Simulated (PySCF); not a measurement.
## Identify the compound

An unknown has the formula C$_{2}$H$_{5}$BO$_{3}$. Its calculated NMR data are:

1H NMR (600 MHz, computed): δ 4.23 (s, 4H), 2.86 (br s, 1H).

13C{1H} NMR (computed): δ 69.8.

- shieldings: GIAO CAM-B3LYP/pcSseg-2
- structure optimised with PBE0-D3(BJ)/def2-SVP
- J couplings at B3LYP/pcJ-1 (spin–dipole term only in couplings to heteroatoms)
- code: PySCF 2.14.0 with density-fitted response routines
- one conformer, averaged over atoms made equivalent by symmetry, fast rotation or ring inversion, non-relativistic, in vacuum

References, each an isolated molecule treated in the same way: 1H and 13C against TMS.

Problem. Deduce the structure.

Solution. 
- 1 carbon signal for 2 carbons: some carbons are equivalent by symmetry or fast rotation.
- Carbon types of the structure: 2 × CH2, leaving 1 H on heteroatoms.
- δC 69.8: sp3 CH2 bonded to O; deshielded by the electronegative neighbour.
- δH 4.23: hydrogen on an sp3 CH2 bonded to O; its carbon carries O, which withdraws density.
- δH 2.86: hydrogen on an oxygen bonded to B; exchangeable; this is the value without hydrogen bonding to other molecules.

These data were computed for SMILES B1(O)OCCO1.

The data come from this structure; uniqueness wasn't tested.

The OH or NH signal is concentration- and solvent-dependent in practice; the value given is the gas-phase one. Shifts are as computed, not scaled to solution data. Of 1211 compounds with measured shifts, 218 miss one by over three times the rms of a fit or turn the order of signals round; such compounds aren't used in these exercises.
